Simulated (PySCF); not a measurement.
These 2 structures share the formula CH9ClSi4. Method used: PBE0-D3(BJ)/def2-SVP geometry optimisation, gas phase (PySCF). One conformer each; no zero-point energy, no entropy. No frequencies were run at this level. Point groups hold within 0.08 Å.

Task: Rank from lowest to highest electronic energy at this level (kcal/mol).
A. `C[Si@@H]1[SiH2][SiH2][Si@@H]1Cl`
B. `[Cl:1][CH2:2][SiH:3]1[SiH2:4][SiH2:5][SiH2:6]1` with Cl1–C2–Si3–Si4 -47°, C2–Si3–Si4–Si5 92°, Si3–Si4–Si5–Si6 16°, Si4–Si5–Si6–Si3 -16°, C2–Si3–Si6–Si5 -92°

Result: A (0.0), B (35.0).

```csv
SMILES,E (Eh),E rel (kcal/mol),dipole (D),point group,"A, B, C (MHz)"
C[Si@@H]1[SiH2][SiH2][Si@@H]1Cl,-1660.53615,0.0,1.34,C1,"1408, 1038, 702.0"
ClC[SiH]1[SiH2][SiH2][SiH2]1,-1660.48032,35.0,1.60,Cs,"1429, 975.6, 967.3"
```

Task: How do the relative energies change in single points at PBE0/pcSseg-1 (no added dispersion term) on the same geometries?

Result: 
```csv
SMILES,PBE0-D3(BJ)/def2-SVP (kcal/mol),PBE0/pcSseg-1 (kcal/mol),shift
C[Si@@H]1[SiH2][SiH2][Si@@H]1Cl,0.0,0.0,0.0
ClC[SiH]1[SiH2][SiH2][SiH2]1,35.0,36.5,+1.5
```

Each column counts from its own lowest isomer. The order is unchanged; the largest shift is 1.5 kcal/mol.
